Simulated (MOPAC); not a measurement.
MOPAC input (MNDO):

```
MNDO 1SCF GEO-OK AUX(PRECISION=9) THREADS=1
O3W

W    -0.06392434 1   -0.10995229 1   -0.08652031 1
O     1.63317091 1    0.01788959 1   -0.38614974 1
O    -0.27318225 1   -0.43492179 1    1.59777763 1
O    -0.76868855 1    1.43409090 1   -0.41131505 1
```

From its output:

```
          Parameters for some elements are missing

           Empirical Formula: O3 W  =     4 atoms

 ******************************************************************************
 *                                                                            *
 *     Error and normal termination messages reported in this calculation     *
 *                                                                            *
 * Parameters for some elements are missing                                   *
 * JOB ENDED NORMALLY                                                         *
 *                                                                            *
 ******************************************************************************

 == MOPAC DONE ==
```

The program refused the input.

The geometry given is a B3LYP-D3(BJ)/def2-TZVP minimum.
